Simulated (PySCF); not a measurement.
Isomers of C3H10OSi2, one GFN2-xTB conformer each. Single-point energies are computed at PBE0/pcSseg-1 (PySCF, gas phase, no added dispersion term), electronic only.

```csv
SMILES,GFN2-xTB relative energy (kJ/mol)
C=C(C[SiH3])O[SiH3],0.0
O=CCC[SiH2][SiH3],192.0
```

Conformers: `[CH2:1]=[C:2]([CH2:3][SiH3:4])[O:5][SiH3:6]` with C1–C2–C3–Si4 -123°, C1–C2–O5–Si6 -1°; `[O:1]=[CH:2][CH2:3][CH2:4][SiH2:5][SiH3:6]` with O1–C2–C3–C4 16°, C2–C3–C4–Si5 -48°, C3–C4–Si5–Si6 101°.

What does PBE0/pcSseg-1 give for the same structures?

| SMILES | PBE0/pcSseg-1 E (Eh) | PBE0/pcSseg-1 (kJ/mol) | GFN2-xTB (kJ/mol) | point group |
| --- | --- | --- | --- | --- |
| C=C(C[SiH3])O[SiH3] | -774.01862 | 0.0 | 0.0 | C1 |
| O=CCC[SiH2][SiH3] | -774.00878 | 25.8 | 192.0 | C1 |

Both levels put the same isomer lowest. As drawn, the lower has an Si–O bond and a C=C bond outside aromatic rings, which the higher lacks; the higher has a C=O bond and an Si–Si bond, which the lower lacks.

Which frontier levels, dipoles and rotational constants go with these structures?

```csv
SMILES,"HOMO (eV, PBE0/pcSseg-1)",LUMO (eV),dipole (D),"A, B, C (MHz)"
C=C(C[SiH3])O[SiH3],-6.79,0.29,0.49,"3653, 1317, 1047"
O=CCC[SiH2][SiH3],-7.63,-1.10,3.61,"3483, 1541, 1217"
```
